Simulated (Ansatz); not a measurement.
**Molecular dynamics of AlH7O2Si2**

input.yaml

```yaml
crystal:
  periodic: [false, false, false]
  atoms:
    - { symbol: Al, position_ang: [0.012244, -0.096511, 0.149182] }
    - { symbol: H, position_ang: [0.17172, 1.056445, 1.228833] }
    - { symbol: O, position_ang: [1.401722, -0.741097, -0.592792] }
    - { symbol: Si, position_ang: [2.697768, -1.46059, -1.40717] }
    - { symbol: H, position_ang: [2.217854, -2.599375, -2.268984] }
    - { symbol: H, position_ang: [3.381108, -0.446546, -2.284364] }
    - { symbol: H, position_ang: [3.693592, -1.996331, -0.413907] }
    - { symbol: O, position_ang: [-1.54503, -0.654552, -0.250679] }
    - { symbol: Si, position_ang: [-3.0331, -1.286094, -0.747274] }
    - { symbol: H, position_ang: [-3.355861, -2.526795, 0.041079] }
    - { symbol: H, position_ang: [-4.122997, -0.272357, -0.524714] }
    - { symbol: H, position_ang: [-2.995921, -1.637997, -2.211212] }
basis:
  gaussian: { orbitals: "6-31G" }
hamiltonian:
  xc: pbe0
md:
  timestep: 0.5
  n_steps: 152
  ensemble: nvt_nose_hoover
  temperature: 1000.0
  initial_velocities: maxwell_boltzmann
  seed: 76983
```

Run as:

```bash
$ ansatz run input.yaml --threads 1 --pin off --max-ram 2048MiB --backend cpu --events-out ev --progress --plain --runs-dir out
```

It starts from a relaxed structure.

Output, in part (one step line in 6, the closing report, with atoms numbered from 0):

```
md step     0: t =     0.00 fs  T =  1000.0 K  F+E_penalty+E_count = -26544.89913617 eV  E_kin = 1.292600 eV  conserved = -26543.60653618 eV  (24 SCF iters)
md step     6: t =     3.00 fs  T =   660.8 K  F+E_penalty+E_count = -26544.45709723 eV  E_kin = 0.854088 eV  conserved = -26543.60307408 eV  (23 SCF iters)
md step    12: t =     6.00 fs  T =   455.4 K  F+E_penalty+E_count = -26544.19100635 eV  E_kin = 0.588673 eV  conserved = -26543.60281098 eV  (23 SCF iters)
md step    18: t =     9.00 fs  T =   542.6 K  F+E_penalty+E_count = -26544.30511762 eV  E_kin = 0.701403 eV  conserved = -26543.60522725 eV  (26 SCF iters)
md step    24: t =    12.00 fs  T =   243.5 K  F+E_penalty+E_count = -26543.91351489 eV  E_kin = 0.314701 eV  conserved = -26543.60163980 eV  (25 SCF iters)
md step    30: t =    15.00 fs  T =   549.1 K  F+E_penalty+E_count = -26544.31139054 eV  E_kin = 0.709822 eV  conserved = -26543.60604727 eV  (30 SCF iters)
md step    36: t =    18.00 fs  T =   555.6 K  F+E_penalty+E_count = -26544.31384387 eV  E_kin = 0.718133 eV  conserved = -26543.60382907 eV  (29 SCF iters)
md step    42: t =    21.00 fs  T =   429.1 K  F+E_penalty+E_count = -26544.14586718 eV  E_kin = 0.554680 eV  conserved = -26543.60258347 eV  (24 SCF iters)
md step    48: t =    24.00 fs  T =   661.3 K  F+E_penalty+E_count = -26544.44333747 eV  E_kin = 0.854745 eV  conserved = -26543.60444176 eV  (30 SCF iters)
md step    54: t =    27.00 fs  T =   587.6 K  F+E_penalty+E_count = -26544.34215930 eV  E_kin = 0.759558 eV  conserved = -26543.60480720 eV  (29 SCF iters)
md step    60: t =    30.00 fs  T =   535.2 K  F+E_penalty+E_count = -26544.26862661 eV  E_kin = 0.691837 eV  conserved = -26543.60389719 eV  (31 SCF iters)
md step    66: t =    33.00 fs  T =   664.9 K  F+E_penalty+E_count = -26544.42950858 eV  E_kin = 0.859449 eV  conserved = -26543.60476898 eV  (30 SCF iters)
md step    72: t =    36.00 fs  T =   371.2 K  F+E_penalty+E_count = -26544.04143252 eV  E_kin = 0.479756 eV  conserved = -26543.60272117 eV  (23 SCF iters)
md step    78: t =    39.00 fs  T =   403.9 K  F+E_penalty+E_count = -26544.07930381 eV  E_kin = 0.522092 eV  conserved = -26543.60312502 eV  (24 SCF iters)
md step    84: t =    42.00 fs  T =   544.5 K  F+E_penalty+E_count = -26544.25606045 eV  E_kin = 0.703842 eV  conserved = -26543.60597773 eV  (30 SCF iters)
md step    90: t =    45.00 fs  T =   369.8 K  F+E_penalty+E_count = -26544.01891222 eV  E_kin = 0.477952 eV  conserved = -26543.60163798 eV  (25 SCF iters)
md step    96: t =    48.00 fs  T =   675.3 K  F+E_penalty+E_count = -26544.40753945 eV  E_kin = 0.872944 eV  conserved = -26543.60539421 eV  (29 SCF iters)
md step   102: t =    51.00 fs  T =   515.8 K  F+E_penalty+E_count = -26544.18729193 eV  E_kin = 0.666748 eV  conserved = -26543.60286316 eV  (31 SCF iters)
md step   108: t =    54.00 fs  T =   542.8 K  F+E_penalty+E_count = -26544.21207009 eV  E_kin = 0.701657 eV  conserved = -26543.60300754 eV  (23 SCF iters)
md step   114: t =    57.00 fs  T =   735.8 K  F+E_penalty+E_count = -26544.44984887 eV  E_kin = 0.951042 eV  conserved = -26543.60532266 eV  (26 SCF iters)
md step   120: t =    60.00 fs  T =   476.2 K  F+E_penalty+E_count = -26544.09638182 eV  E_kin = 0.615572 eV  conserved = -26543.60159885 eV  (31 SCF iters)
md step   126: t =    63.00 fs  T =   644.0 K  F+E_penalty+E_count = -26544.30501620 eV  E_kin = 0.832404 eV  conserved = -26543.60584030 eV  (29 SCF iters)
md step   132: t =    66.00 fs  T =   482.2 K  F+E_penalty+E_count = -26544.07836545 eV  E_kin = 0.623339 eV  conserved = -26543.60268678 eV  (23 SCF iters)
md step   138: t =    69.00 fs  T =   473.2 K  F+E_penalty+E_count = -26544.05533506 eV  E_kin = 0.611706 eV  conserved = -26543.60266574 eV  (23 SCF iters)
md step   144: t =    72.00 fs  T =   716.4 K  F+E_penalty+E_count = -26544.35541679 eV  E_kin = 0.925961 eV  conserved = -26543.60446667 eV  (29 SCF iters)
md step   150: t =    75.00 fs  T =   525.6 K  F+E_penalty+E_count = -26544.08915862 eV  E_kin = 0.679334 eV  conserved = -26543.60353512 eV  (29 SCF iters)
md step   152: t =    76.00 fs  T =   403.0 K  F+E_penalty+E_count = -26543.92380206 eV  E_kin = 0.520940 eV  conserved = -26543.60083432 eV  (26 SCF iters)
Total energy: -26543.92384419 eV, -975.4712091562 hartree
Atom 0 at    -0.066219    -0.314461     0.066679 Å, force     1.826528     0.276111     0.170531 eV/Å
Atom 1 at    -0.443077     0.428613     1.383395 Å, force     0.609586     0.526913     0.606446 eV/Å
Atom 2 at     1.514745    -0.537890    -0.626065 Å, force     0.475025    -0.722616    -0.371369 eV/Å
Atom 3 at     2.886089    -1.410666    -1.376216 Å, force    -3.193866    -0.788669     4.645242 eV/Å
Atom 4 at     2.317123    -2.775904    -1.621604 Å, force     0.359184    -0.270848    -0.003604 eV/Å
Atom 5 at     3.203244    -0.834324    -2.523877 Å, force     1.154232     2.027228    -4.025240 eV/Å
Atom 6 at     4.043694    -1.359174    -0.437846 Å, force     0.150140    -0.193488     0.117265 eV/Å
Atom 7 at    -1.552927    -0.852983    -0.408991 Å, force    -0.452510    -0.874915    -0.752085 eV/Å
Atom 8 at    -3.183101    -1.139514    -0.626470 Å, force     0.406022    -0.012558    -0.808273 eV/Å
Atom 9 at    -3.718384    -1.896432     0.529854 Å, force    -0.365439    -0.058861     0.285631 eV/Å
Atom 10 at    -3.697384     0.235682    -0.850575 Å, force    -0.715274     0.171412     0.097331 eV/Å
Atom 11 at    -3.351706    -1.938288    -1.891678 Å, force    -0.253629    -0.079707     0.038125 eV/Å
Dipole moment:     0.120806    -0.192668    -0.180109 e Å
```

The run went to its last step. The conserved energy stayed within 0.48 meV per atom of its start (net change 0.48 meV per atom), so the integration is sound. The mean temperature of the second half is 45 % below the set value. A run of 0.076 ps of so small a system gives no equilibrium averages. Limits of this set-up: no polarisation functions.

The same pairs are bonded in the first frame and the last. Pairs count as bonded within 1.25 times the sum of covalent radii (0.12 Å more for H–H).

Last frame:

```xyz
12
Properties=species:S:1:pos:R:3
Al -0.066 -0.315 0.067
H -0.443 0.429 1.383
O 1.515 -0.538 -0.626
Si 2.886 -1.411 -1.376
H 2.317 -2.776 -1.622
H 3.203 -0.834 -2.524
H 4.044 -1.359 -0.438
O -1.553 -0.853 -0.409
Si -3.183 -1.139 -0.626
H -3.718 -1.896 0.530
H -3.697 0.236 -0.851
H -3.352 -1.938 -1.892
```

Run time: 14 min on 1 thread of Arm Neoverse V1, with other jobs on the host, peak memory 0.16 GiB.
